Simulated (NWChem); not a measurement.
## Basis-set convergence for H$_{6}$AlN

```xyz
8

Al    -0.5236    -0.6256     0.0000
H     -1.2955    -0.3151     1.3703
H     -1.2955    -0.3151    -1.3703
H      0.5243    -1.8387     0.0000
N      0.8146     0.9732     0.0000
H      1.4219     0.9580    -0.8237
H      1.4219     0.9580     0.8237
H      0.3277     1.8734     0.0000
```
Charge 0, spin multiplicity 1.

Program: NWChem. Structure: optimised with B3LYP/def2-SVP, a minimum by its harmonic frequencies.

Quantity: LUMO energy at the level PBE.

The Pople sets run with spherical d functions. The structure started from a generated list of species.

```tsv
basis	functions	LUMO energy (eV)
3-21G	34	___
6-31G*	44	___
6-31+G*	52	___
cc-pVDZ	62	-0.81
def2-SVP	62	-0.80
6-311++G**	94	-1.63
aug-cc-pVDZ	104	-1.64
aug-pcseg-1	104	-1.64
def2-TZVP	104	-1.20
def2-TZVPP	157	-1.21
```

Task: Some entries are withheld; supply them.

Result: 
- 3-21G, LUMO energy (eV): -0.39
- 6-31G*, LUMO energy (eV): -0.72
- 6-31+G*, LUMO energy (eV): -1.46
